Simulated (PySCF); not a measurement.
Job file and geometry (Å, from GFN2-xTB) of an NMR shielding run on SMILES CCC[SiH2]C(Cl)Cl, C4H10Cl2Si, PySCF 2.14.0, density-fitted response routines, GIAO PBE0/pcSseg-1 NMR shielding, non-relativistic, gas phase; density fitting, a coarse starting grid and PySCF grid level 2 are the driver's defaults:

```
$ OMP_NUM_THREADS=1 python probes_run.py task.json out

{"job": {"kind": "nmr", "xc": "PBE0", "basis": "pcSseg-1"}, "charge": 0, "multiplicity": 1}
C     -2.722205     0.101467     0.243906
C     -1.459092     0.121128    -0.608378
C     -0.201204    -0.012890     0.248543
Si     1.393433     0.007462    -0.771512
C      2.874288    -0.170414     0.451481
Cl     2.742166    -1.702200     1.337787
Cl     2.870999     1.185211     1.596879
H     -2.714287     0.923581     0.956276
H     -3.607274     0.197283    -0.380489
H     -2.793094    -0.831664     0.798531
H     -1.495757    -0.696405    -1.330774
H     -1.416624     1.054288    -1.173113
H     -0.184693     0.800302     0.978528
H     -0.263588    -0.941364     0.821682
H      1.613275     1.277141    -1.468047
H      1.503486    -1.129540    -1.688376
H      3.853173    -0.171358    -0.022833
```

**Question.** Write the output of this run.

**Answer.** 
```
coarse grid: 15416 points
cycle   1  E = -1367.5520969024  dE =  4.777e-01  |g| = 4.591e-01  |ddm| = 3.582e+00
cycle   2  E = -1367.5083523073  dE =  4.374e-02  |g| = 6.300e-01  |ddm| = 9.674e-01
cycle   3  E = -1367.6079243807  dE = -9.957e-02  |g| = 7.172e-02  |ddm| = 5.849e-01
cycle   4  E = -1367.6089324658  dE = -1.008e-03  |g| = 3.463e-02  |ddm| = 8.435e-02
cycle   5  E = -1367.6092258899  dE = -2.934e-04  |g| = 5.896e-03  |ddm| = 3.128e-02
cycle   6  E = -1367.6092338755  dE = -7.986e-06  |g| = 1.706e-03  |ddm| = 7.937e-03
final grid: 133976 points
cycle   7  E = -1367.6491361217  dE = -3.504e-05  |g| = 8.975e-03  |ddm| = 2.330e-02
cycle   8  E = -1367.6491251446  dE =  1.098e-05  |g| = 1.088e-02  |ddm| = 1.637e-02
cycle   9  E = -1367.6491556008  dE = -3.046e-05  |g| = 1.018e-03  |ddm| = 9.478e-03
cycle  10  E = -1367.6491557657  dE = -1.649e-07  |g| = 3.976e-04  |ddm| = 1.159e-03
cycle  11  E = -1367.6491558054  dE = -3.966e-08  |g| = 5.563e-05  |ddm| = 3.653e-04
cycle  12  E = -1367.6491558061  dE = -7.085e-10  |g| = 1.951e-05  |ddm| = 6.794e-05
converged SCF energy = -1367.6491558061

GIAO shielding tensors (ppm)
atom      isotropic    diamagn.    paramagn.     s11        s22        s33       span
  0 C      165.986     244.522     -78.536    151.540    158.559    187.858     36.318
  1 C      166.041     246.786     -80.745    160.209    164.310    173.603     13.394
  2 C      175.036     253.204     -78.168    159.880    169.951    195.277     35.397
  3 Si     377.405     878.631    -501.226    347.671    378.403    406.143     58.472
  4 C      115.176     252.103    -136.926     73.132    132.706    139.691     66.559
  5 Cl     737.649    1146.211    -408.562    437.753    747.406   1027.786    590.033
  6 Cl     737.346    1146.215    -408.869    437.222    747.174   1027.641    590.418
  7 H       30.648      28.635       2.013     26.592     29.057     36.296      9.704
  8 H       30.300      26.942       3.358     25.419     27.328     38.152     12.734
  9 H       30.649      28.637       2.012     26.592     29.060     36.296      9.703
 10 H       30.408      30.925      -0.517     24.667     30.451     36.107     11.440
 11 H       30.409      30.925      -0.517     24.668     30.453     36.106     11.438
 12 H       30.500      31.826      -1.326     24.623     31.512     35.366     10.743
 13 H       30.502      31.828      -1.326     24.626     31.512     35.368     10.743
 14 H       27.464      28.870      -1.406     23.699     26.048     32.645      8.946
 15 H       27.463      28.868      -1.405     23.698     26.043     32.648      8.950
 16 H       26.000      28.847      -2.847     20.801     25.949     31.249     10.448
```

**Question.** Turn these shieldings into chemical shifts. δ = σ(ref) − σ, references computed at the same level: 13C (σref 186.93), 29Si (σref 349.16), 1H (σref 31.72) vs TMS; 35Cl (σref 949.78) against HCl.

**Answer.** Averaging equivalent atoms: C 4: 71.7; C 0: 20.9; C 1: 20.9; C 2: 11.9; Si 3: -28.2; Cl 5/6: 212; H 16: 5.72; H 14/15: 4.25; H 10/11: 1.31; H 12/13: 1.22; H 7/8/9: 1.18 ppm. 

Size and cost of the density-fitted run: 190 basis functions, 64 s wall time on 1 thread of an Arm Neoverse N1, shared host; peak memory 0.84 GiB.
